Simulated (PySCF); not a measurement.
C6H10F3N.
Structure used (PBE0-D3(BJ)/def2-SVP), in Å, numbered top down from 1:
```
atom  x, y, z in Å
F1     3.0468    0.9363   -0.3676
C2     2.3972   -0.1787   -0.0153
F3     2.9946   -1.2003   -0.6197
F4     2.5692   -0.3384    1.3074
C5     0.9241   -0.0888   -0.3632
C6     0.2825    1.1901    0.1810
C7    -1.2111    1.1986   -0.1325
C8    -1.8840   -0.0878    0.3356
C9    -1.1507   -1.3065   -0.2201
N10    0.2711   -1.3050    0.0679
H11    0.8905   -0.0585   -1.4681
H12    0.4411    1.2260    1.2732
H13    0.7773    2.0760   -0.2453
H14   -1.6898    2.0796    0.3230
H15   -1.3480    1.3019   -1.2244
H16   -2.9446   -0.1063    0.0355
H17   -1.8677   -0.1315    1.4399
H18   -1.2750   -1.3398   -1.3182
H19   -1.5854   -2.2414    0.1665
H20    0.4262   -1.4327    1.0671
```

Computed with PySCF at PBE0/pcSseg-1, non-relativistic, on one gas-phase PBE0-D3(BJ)/def2-SVP geometry that isn't relaxed in the solvent. The solvent is an IEF-PCM continuum (cavity from Bondi-type radii × 1.2). The model holds no explicit solvent molecules, cavitation or dispersion.

```json
{"run": "gas", "E − E(gas) (kcal/mol)": "0.00", "HOMO (eV)": "-6.73", "HOMO–LUMO gap (eV)": "8.02", "dipole (D)": "3.00"}
{"run": "P", "E − E(gas) (kcal/mol)": "-3.35", "HOMO (eV)": "-6.63", "HOMO–LUMO gap (eV)": "8.21", "dipole (D)": "3.44"}
{"run": "Q", "E − E(gas) (kcal/mol)": "-3.87", "HOMO (eV)": "-6.62", "HOMO–LUMO gap (eV)": "8.25", "dipole (D)": "3.50"}
```

Q: The runs were made in chloroform and tetrahydrofuran. Which run belongs to which solvent?

A: P = chloroform, Q = tetrahydrofuran. The dielectric constants are 4.711 (chloroform), 7.426 (tetrahydrofuran), and the energy falls further as ε rises. In this model the ground state sees the solvent through ε alone.

Q: How constant is the ratio of the lowering to (ε − 1)/(2ε + 1)?

A: 
```csv
solvent,(ε − 1)/(2ε + 1),E − E(gas) (kcal/mol),ratio (kcal/mol),polarisation term (kcal/mol)
chloroform,0.356,-3.35,-9.4,-3.62
tetrahydrofuran,0.405,-3.87,-9.6,-4.24
```

The ratio changes by +1.6 % in size from chloroform to tetrahydrofuran. The polarisation term is half the interaction of the solute with the induced surface charges.

The run took about 1.7 min of CPU time (one thread, shared machine). This is the whole shielding run at PBE0/pcSseg-1 in tetrahydrofuran, SCF included.
